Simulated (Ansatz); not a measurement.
Born–Oppenheimer molecular dynamics of F$_{3}$H$_{2}$NZr (7 atoms, charge 0, multiplicity 1). It goes on from the last frame of an earlier run, with new velocities.

All numbers below come from RKS PBE/def2-SVP in Ansatz 0.2.0.

| Item | Value |
| --- | --- |
| ensemble | NVE (velocity Verlet) |
| time step | 0.5 fs |
| steps asked | 150 |
| starting velocities drawn for | 100 K |
| seed | 212911 |

First frame:

```xyz
7
Properties=species:S:1:pos:R:3
Zr 0.064 -0.009 0.062
F -0.090 -0.210 1.940
F 1.861 0.157 -0.587
F -0.980 1.402 -0.718
N -0.891 -1.730 -0.685
H -1.341 -2.315 0.052
H -1.115 -2.154 -1.540
```

Question: How far do the bonds stretch over the last three quarters of this one trajectory? (Pairs bonded in most of those frames.)

Answer: 
```tsv
bond	mean (Å)	spread (Å)	shortest	longest
Zr1–F2	1.920	0.024	1.88	1.96
Zr1–F3	1.922	0.013	1.90	1.94
Zr1–F4	1.923	0.024	1.89	1.96
Zr1–N5	2.027	0.056	1.95	2.11
N5–H6	1.028	0.013	1.01	1.06
N5–H7	1.034	0.034	0.98	1.08
```

Mean temperature of the second half: 218 K. The conserved energy stayed within 0.25 meV per atom of its start (net change -0.16 meV per atom), so the integration is sound. The kinetic energy rose, since the run started high on the potential surface and went downhill. A run of 0.075 ps of so small a system gives no equilibrium averages.

Time of the run: 6.2 min on 1 thread of Intel(R) Xeon(R) Platinum 8488C (Sapphire Rapids), with other jobs on the host, peak memory 0.14 GiB.
